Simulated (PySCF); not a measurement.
SMILES Cl[Si](Cl)(CC[SiH3])Cl (C2H7Cl3Si2), PBE0/def2-SVP optimised geometry.

```
14

Si     2.29    -0.96    -0.01
C      0.40    -0.96     0.00
C     -0.22     0.44     0.00
Si    -2.09     0.44     0.00
Cl    -2.81     2.36     0.00
Cl    -2.80    -0.53    -1.67
Cl    -2.80    -0.53     1.66
H      2.81    -2.36    -0.01
H      2.80    -0.26     1.21
H      2.80    -0.24    -1.22
H      0.06    -1.53     0.88
H      0.06    -1.53    -0.88
H      0.09     1.02     0.88
H      0.09     1.03    -0.88
```

Density from PBE0/def2-TZVP (PySCF) at that geometry.

Minimum of the electron density along straight lines between bonded atoms, close to the bond critical point (lines longer than 1.1 times the sum of covalent radii, or with two minima, are not listed):

```csv
bond,length / Å,ρ at the minimum / e bohr⁻³,∇²ρ there / e bohr⁻⁵,position (fraction from the first atom)
Si1–C2,1.892,0.118,0.17,0.39
C2–C3,1.532,0.235,-0.55,0.49
C3–Si4,1.861,0.131,0.14,0.61
Si4–Cl5,2.054,0.101,0.22,0.36
Si4–Cl6,2.056,0.101,0.22,0.36
Si4–Cl7,2.056,0.101,0.22,0.36
Si1–H8,1.495,0.119,0.15,0.49
Si1–H9,1.496,0.118,0.15,0.49
Si1–H10,1.496,0.118,0.15,0.49
C2–H11,1.104,0.268,-0.88,0.64
C2–H12,1.104,0.268,-0.88,0.64
C3–H13,1.105,0.268,-0.88,0.64
C3–H14,1.105,0.268,-0.88,0.64
```
